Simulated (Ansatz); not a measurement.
One change: `C[NH][Al]([CH3])[Cl]` becomes `C[NH][Al]([Cl])[Cl]`.

Ansatz, PBE0-D4/def2-TZVP geometries, multiplicity 1. Each molecule was computed in one conformer, which needn't be the lowest.

```
                                                                                  property  `C[NH][Al]([CH3])[Cl]`
                                                     LUMO energy (ωB97M-V/def2-TZVPP) / eV                    1.48
ideal-gas entropy at 298 K and 1 bar (rigid rotor, harmonic PBE0-D4/def2-TZVP) / J/(mol·K)                     378
                                                         LUMO energy (PBE/def2-TZVPP) / eV                   -0.74
                                                         HOMO energy (PBE/def2-TZVPP) / eV                   -5.60
                                                      HOMO–LUMO gap (PBE0/def2-TZVPP) / eV                    6.96
                                                       HOMO–LUMO gap (PBE/def2-TZVPP) / eV                    4.85
```

(1) What does the change do to each property? (An estimate is asked.)

Results:

(1) Computed: 
```
                                                                                  property  `C[NH][Al]([Cl])[Cl]`  shift
                                                     LUMO energy (ωB97M-V/def2-TZVPP) / eV                   1.13  -0.35
ideal-gas entropy at 298 K and 1 bar (rigid rotor, harmonic PBE0-D4/def2-TZVP) / J/(mol·K)                    363    -15
                                                         LUMO energy (PBE/def2-TZVPP) / eV                  -1.38  -0.64
                                                         HOMO energy (PBE/def2-TZVPP) / eV                  -5.94  -0.34
                                                      HOMO–LUMO gap (PBE0/def2-TZVPP) / eV                   6.75  -0.21
                                                       HOMO–LUMO gap (PBE/def2-TZVPP) / eV                   4.56  -0.29
```

With PBE0 the HOMO falls by 0.36 eV and the LUMO falls by 0.57 eV, so the gap narrows by about 0.21 eV. PBE moves the HOMO by -0.34 eV and ωB97M-V by -0.36 eV. The zero-point energy changes by -88.9 kJ/mol with -9 modes. Modes under 60 cm⁻¹, often nearly free rotors, make the harmonic entropy too high.
